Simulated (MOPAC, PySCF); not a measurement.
Ligands exchanged one at a time, In F-SH. All species are isolated molecules in the gas phase. One relaxed conformer stands for each flexible species; it need not be the lowest. Strings in code marks are SMILES.

Quantity: redistribution energy (mixed species minus the weighted end members), in kJ/mol. Semi-empirical values (MOPAC) are differences of heats of formation.

Level 1: B3LYP/6-311+G** (LANL2DZ on In) // PBE-D3(BJ)/def2-TZVP (PySCF)
Level 2: B3LYP/LANL2DZ // PBE-D3(BJ)/def2-TZVP (PySCF)
Level 3: PBE/6-31G* (LANL2DZ on In) // PBE-D3(BJ)/def2-TZVP (PySCF)
Level 4: PM7 // PBE-D3(BJ)/def2-TZVP (MOPAC)

```json
[
 {"species": "2 of 3 F replaced by SH: `[F][In]([SH])[SH]` (S–In–S–H torsion 0°, S–In–S–H torsion 180°)", "level 2": "-3.17", "level 3": "-9.01", "level 4": "0.25"},
 {"species": "1 of 3 F replaced by SH: `[F][In]([F])[SH]` (F–In–S–H torsion 0°)", "level 2": "-5.15", "level 3": "-10.48", "level 4": "-8.10"}
]
```

**Question.** What does level 1 give for each?

**Answer.** 
- 2 of 3 F replaced by SH: `[F][In]([SH])[SH]` (S–In–S–H torsion 0°, S–In–S–H torsion 180°): -9.14
- 1 of 3 F replaced by SH: `[F][In]([F])[SH]` (F–In–S–H torsion 0°): -12.10
